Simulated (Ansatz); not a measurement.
Process, species as SMILES: CCC(O)CC -> CC[C](O)CC + H atom (the C-H bond at the site shown breaks; other sites are not compared here)
Each molecule is optimised on its own at B3LYP-D3(BJ)/def2-TZVP (Ansatz, an electronic-structure program), one conformer each, not searched for the lowest.
Geometry of the first species:
```xyz
18

C      2.5438    -0.0219    -0.3328
C      1.2136     0.7222    -0.3823
C      0.0052    -0.1732    -0.1172
C     -1.3175     0.5739    -0.2744
C     -2.5429    -0.3200    -0.1161
O      0.0968    -0.8038     1.1652
H      2.5860    -0.7948    -1.1039
H      2.6805    -0.5108     0.6318
H      3.3824     0.6574    -0.4950
H      1.0867     1.1967    -1.3600
H      1.2105     1.5358     0.3538
H      0.0242    -1.0106    -0.8224
H     -1.3469     1.3859     0.4628
H     -1.3302     1.0550    -1.2570
H     -2.5393    -0.8167     0.8542
H     -3.4657     0.2560    -0.2032
H     -2.5598    -1.0964    -0.8846
H      0.0850    -0.1129     1.8386
```

Quantity: bond dissociation energy (electronic energy difference), in eV. Valence correlation only, unless marked. UHF or UKS for open shells. No spin-orbit coupling. Non-relativistic unless marked X2C. CBS(X,Y): correlation extrapolated as X^-3; Hartree-Fock from the larger set. [CCSD(T)-MP2]/basis is that difference in the basis named.

| level | program | bond dissociation energy (eV) | minus last row |
|---|---|---|---|
| HF/cc-pVTZ | Ansatz | 3.40 | -1.07 |
| BLYP-D3(BJ)/def2-TZVPD | Ansatz + dftd3 | 4.15 | -0.32 |
| r2SCANh/def2-TZVPD | Ansatz | 4.15 | -0.32 |
| B2GP-PLYP-D4/def2-TZVPD | Ansatz + dftd4 | 4.30 | -0.17 |
| RPA@PBE/cc-pVQZ | Ansatz | 4.38 | -0.09 |
| MP2/STO-3G | Ansatz | 4.76 | 0.29 |
| SCS-MP2/6-31G* | Ansatz | 4.18 | -0.29 |
| CCSD/6-31G* | Ansatz | 4.11 | -0.36 |
| X2C-CCSD(T)/cc-pVTZ-DK | Ansatz | 4.41 | -0.06 |
| RI-MP2/CBS(cc-pVTZ,cc-pVQZ)+[CCSD(T)-MP2]/cc-pVTZ | Ansatz | 4.47 | 0.00 |
